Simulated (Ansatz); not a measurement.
Born–Oppenheimer molecular dynamics of CH6AlNO2Si (12 atoms, charge 0, multiplicity 1). It starts from a relaxed structure.

Computed with UKS PBE0/STO-3G in Ansatz.

* ensemble: NVT, Nosé–Hoover chain
* time step: 1 fs
* steps asked: 100
* set temperature: 200 K
* thermostat: time constant 100 fs, chain length 1
* seed: 761260

Frames 2 fs apart, positions in Å, forces in eV/Å.

Velocities at 30 fs (Å/ps):

```
N 1.65 2.58 4.37
C -1.38 0.68 -2.36
O -1.72 -0.72 3.61
Si -0.23 -0.05 -1.54
O -0.38 0.48 -1.56
Al 0.57 -2.21 0.67
H -0.82 -5.77 -7.50
H 3.76 3.32 -12.42
H 1.19 -9.81 -16.63
H 2.90 -5.35 -3.48
H -0.07 5.38 -3.30
H 10.90 32.73 3.19
```

```xyz
12
Properties=species:S:1:pos:R:3:forces:R:3 time_fs=30 energy_less_start_eV=0.113 T=119
N -1.252 -0.897 0.073 0.46 -0.46 0.33
C -0.447 -0.112 -0.911 0.02 0.69 -0.35
O 0.098 1.206 -0.337 -0.25 -0.42 -0.06
Si 1.197 0.553 1.095 -0.29 0.25 -0.30
O 0.094 -0.119 2.176 0.08 0.05 0.28
Al 1.426 0.059 -1.062 -0.71 -0.42 1.52
H -2.263 -0.624 0.081 -0.15 0.30 -0.20
H -1.256 -1.881 -0.282 -0.06 -0.23 0.08
H -1.070 0.151 -1.795 0.11 0.24 0.15
H 1.679 1.768 1.761 0.03 -0.21 -0.19
H -0.521 -0.642 1.529 -0.01 -0.04 -0.11
H 2.302 0.278 -2.182 0.78 0.26 -1.16
12
Properties=species:S:1:pos:R:3:forces:R:3 time_fs=32 energy_less_start_eV=0.084 T=141
N -1.248 -0.893 0.082 0.17 -0.90 -0.26
C -0.450 -0.109 -0.916 0.09 0.81 -0.42
O 0.094 1.204 -0.330 -0.33 -0.41 -0.29
Si 1.196 0.553 1.092 -0.37 -0.01 -0.30
O 0.094 -0.118 2.173 0.14 0.08 0.30
Al 1.427 0.054 -1.060 0.00 -0.19 0.62
H -2.267 -0.630 0.062 0.02 0.29 -0.12
H -1.250 -1.878 -0.304 -0.07 0.11 0.34
H -1.064 0.136 -1.823 0.21 0.23 0.54
H 1.685 1.754 1.750 0.11 0.04 -0.07
H -0.522 -0.633 1.521 -0.04 -0.09 -0.05
H 2.336 0.347 -2.194 0.07 0.05 -0.30
12
Properties=species:S:1:pos:R:3:forces:R:3 time_fs=34 energy_less_start_eV=0.114 T=119
N -1.244 -0.891 0.091 -0.29 -0.72 -0.76
C -0.452 -0.104 -0.923 0.46 0.65 0.05
O 0.089 1.201 -0.324 -0.35 -0.33 -0.43
Si 1.195 0.553 1.089 -0.45 -0.24 -0.27
O 0.093 -0.117 2.171 0.10 0.03 0.21
Al 1.427 0.049 -1.056 0.78 0.14 -0.38
H -2.270 -0.625 0.039 0.34 0.16 0.02
H -1.246 -1.870 -0.313 -0.07 0.07 0.41
H -1.052 0.129 -1.832 -0.04 0.32 0.38
H 1.696 1.742 1.738 0.18 0.25 0.04
H -0.524 -0.626 1.510 0.02 -0.04 0.11
H 2.373 0.419 -2.218 -0.70 -0.28 0.62
12
Properties=species:S:1:pos:R:3:forces:R:3 time_fs=36 energy_less_start_eV=0.151 T=92
N -1.240 -0.891 0.097 -0.33 -0.15 -1.05
C -0.453 -0.097 -0.929 0.88 0.30 0.76
O 0.084 1.197 -0.318 -0.30 -0.19 -0.48
Si 1.193 0.553 1.084 -0.44 -0.24 -0.16
O 0.093 -0.116 2.170 0.11 0.01 0.18
Al 1.429 0.044 -1.054 1.06 0.36 -0.81
H -2.261 -0.613 0.016 0.27 0.08 0.17
H -1.245 -1.861 -0.307 -0.06 -0.31 0.26
H -1.041 0.136 -1.827 -0.42 0.41 -0.06
H 1.714 1.738 1.726 0.15 0.22 0.04
H -0.525 -0.622 1.504 0.05 -0.01 0.20
H 2.384 0.480 -2.220 -0.97 -0.48 0.94
12
Properties=species:S:1:pos:R:3:forces:R:3 time_fs=38 energy_less_start_eV=0.115 T=120
N -1.237 -0.891 0.100 0.05 0.12 -1.20
C -0.451 -0.088 -0.933 0.84 -0.02 0.88
O 0.077 1.193 -0.314 -0.18 0.01 -0.40
Si 1.191 0.552 1.080 -0.31 -0.03 0.02
O 0.093 -0.114 2.168 0.21 0.09 0.30
Al 1.433 0.040 -1.052 0.74 0.32 -0.55
H -2.243 -0.599 0.000 -0.17 0.06 0.25
H -1.246 -1.863 -0.292 -0.05 -0.40 0.14
H -1.045 0.157 -1.823 -0.44 0.33 -0.06
H 1.738 1.743 1.716 0.00 -0.01 -0.05
H -0.525 -0.617 1.505 -0.03 -0.06 0.12
H 2.360 0.524 -2.187 -0.67 -0.43 0.57
12
Properties=species:S:1:pos:R:3:forces:R:3 time_fs=40 energy_less_start_eV=0.088 T=140
N -1.234 -0.891 0.101 0.23 -0.02 -1.26
C -0.447 -0.080 -0.935 0.28 -0.21 0.36
O 0.071 1.188 -0.310 0.00 0.23 -0.22
Si 1.188 0.552 1.076 -0.19 0.16 0.13
O 0.094 -0.113 2.168 0.30 0.16 0.44
Al 1.437 0.036 -1.051 -0.04 0.00 0.27
H -2.231 -0.582 -0.007 -0.36 -0.03 0.27
H -1.248 -1.880 -0.271 -0.05 0.02 0.13
H -1.065 0.191 -1.821 -0.05 0.08 0.38
H 1.761 1.747 1.704 -0.14 -0.22 -0.13
H -0.526 -0.615 1.511 -0.11 -0.10 0.00
H 2.310 0.552 -2.134 0.11 -0.06 -0.37
12
Properties=species:S:1:pos:R:3:forces:R:3 time_fs=42 energy_less_start_eV=0.134 T=108
N -1.231 -0.891 0.097 -0.07 0.01 -1.10
C -0.442 -0.073 -0.935 -0.29 -0.40 -0.03
O 0.064 1.185 -0.308 0.22 0.44 0.03
Si 1.185 0.551 1.072 -0.17 0.17 0.14
O 0.096 -0.111 2.169 0.25 0.13 0.46
Al 1.441 0.032 -1.050 -0.71 -0.37 0.99
H -2.230 -0.566 -0.004 -0.03 -0.24 0.29
H -1.253 -1.895 -0.245 -0.04 0.34 0.04
H -1.088 0.228 -1.804 0.25 -0.15 0.54
H 1.780 1.742 1.687 -0.19 -0.24 -0.09
H -0.531 -0.616 1.517 -0.03 -0.03 -0.03
H 2.265 0.578 -2.094 0.81 0.35 -1.23
12
Properties=species:S:1:pos:R:3:forces:R:3 time_fs=44 energy_less_start_eV=0.127 T=113
N -1.228 -0.891 0.091 -0.28 0.36 -0.68
C -0.437 -0.067 -0.935 -0.55 -0.66 0.10
O 0.058 1.182 -0.305 0.46 0.60 0.29
Si 1.182 0.551 1.068 -0.27 0.00 0.07
O 0.098 -0.108 2.171 0.11 0.01 0.40
Al 1.445 0.028 -1.047 -0.53 -0.25 0.62
H -2.231 -0.560 0.010 0.23 -0.32 0.24
H -1.259 -1.899 -0.217 0.01 0.16 -0.18
H -1.101 0.260 -1.769 0.16 -0.19 0.12
H 1.791 1.730 1.667 -0.11 -0.04 0.04
H -0.537 -0.618 1.522 0.11 0.09 0.00
H 2.248 0.616 -2.099 0.66 0.24 -1.02
12
Properties=species:S:1:pos:R:3:forces:R:3 time_fs=46 energy_less_start_eV=0.123 T=116
N -1.225 -0.890 0.083 -0.01 0.50 -0.18
C -0.434 -0.062 -0.935 -0.58 -0.87 0.43
O 0.053 1.181 -0.301 0.67 0.68 0.50
Si 1.178 0.551 1.064 -0.39 -0.17 0.02
O 0.100 -0.106 2.173 0.05 -0.05 0.36
Al 1.447 0.023 -1.044 0.20 0.31 -0.54
H -2.224 -0.565 0.034 0.00 -0.15 0.12
H -1.264 -1.898 -0.197 0.09 -0.15 -0.36
H -1.110 0.285 -1.729 -0.12 -0.12 -0.51
H 1.798 1.716 1.649 0.01 0.20 0.19
H -0.539 -0.617 1.526 0.16 0.13 -0.02
H 2.255 0.662 -2.142 -0.06 -0.32 -0.01
12
Properties=species:S:1:pos:R:3:forces:R:3 time_fs=48 energy_less_start_eV=0.180 T=75
N -1.222 -0.888 0.074 0.32 0.08 0.19
C -0.433 -0.061 -0.934 -0.81 -0.74 0.30
O 0.050 1.181 -0.296 0.79 0.66 0.59
Si 1.173 0.550 1.060 -0.37 -0.12 0.09
O 0.102 -0.104 2.177 0.09 -0.03 0.39
Al 1.450 0.018 -1.041 0.65 0.75 -1.43
H -2.218 -0.575 0.061 -0.31 0.08 -0.01
H -1.266 -1.901 -0.189 0.17 -0.05 -0.37
H -1.122 0.305 -1.708 -0.07 -0.17 -0.64
H 1.806 1.709 1.637 0.04 0.26 0.23
H -0.535 -0.612 1.530 0.06 0.04 -0.09
H 2.260 0.696 -2.186 -0.56 -0.77 0.76
12
Properties=species:S:1:pos:R:3:forces:R:3 time_fs=50 energy_less_start_eV=0.190 T=68
N -1.219 -0.886 0.066 0.09 -0.39 0.45
C -0.435 -0.062 -0.932 -1.12 -0.27 -0.25
O 0.048 1.183 -0.290 0.78 0.53 0.51
Si 1.169 0.550 1.056 -0.15 0.15 0.29
O 0.105 -0.102 2.182 0.11 -0.03 0.36
Al 1.454 0.015 -1.040 0.53 0.82 -1.59
H -2.222 -0.583 0.089 -0.08 0.11 -0.12
H -1.262 -1.905 -0.196 0.18 0.25 -0.28
H -1.135 0.319 -1.709 0.33 -0.36 -0.28
H 1.814 1.712 1.634 -0.06 0.08 0.14
H -0.529 -0.605 1.531 -0.04 -0.06 -0.09
H 2.245 0.702 -2.202 -0.58 -0.83 0.87
12
Properties=species:S:1:pos:R:3:forces:R:3 time_fs=52 energy_less_start_eV=0.144 T=103
N -1.215 -0.884 0.059 -0.34 -0.45 0.68
C -0.440 -0.064 -0.930 -0.92 0.19 -0.56
O 0.049 1.187 -0.282 0.65 0.34 0.26
Si 1.164 0.549 1.053 0.14 0.43 0.49
O 0.108 -0.100 2.187 0.00 -0.13 0.21
Al 1.458 0.013 -1.042 -0.15 0.49 -0.95
H -2.228 -0.588 0.113 0.34 0.01 -0.23
H -1.251 -1.900 -0.213 0.11 0.22 -0.22
H -1.137 0.319 -1.722 0.51 -0.41 -0.01
H 1.820 1.717 1.636 -0.18 -0.15 0.01
H -0.524 -0.600 1.528 -0.03 -0.06 0.04
H 2.208 0.677 -2.187 -0.14 -0.47 0.29
```

Of the whole run (100 fs, mean temperature of the second half 114 K): The conserved energy stayed within 0.38 meV per atom of its start (net change 0.19 meV per atom), so the integration is sound. The mean temperature of the second half is 43 % below the set value. A run of 0.1 ps of so small a system gives no equilibrium averages. Limits of this set-up: minimal basis.

The run took 7.3 min on 1 thread of Arm Neoverse V2, with other jobs on the host, peak memory 0.17 GiB.
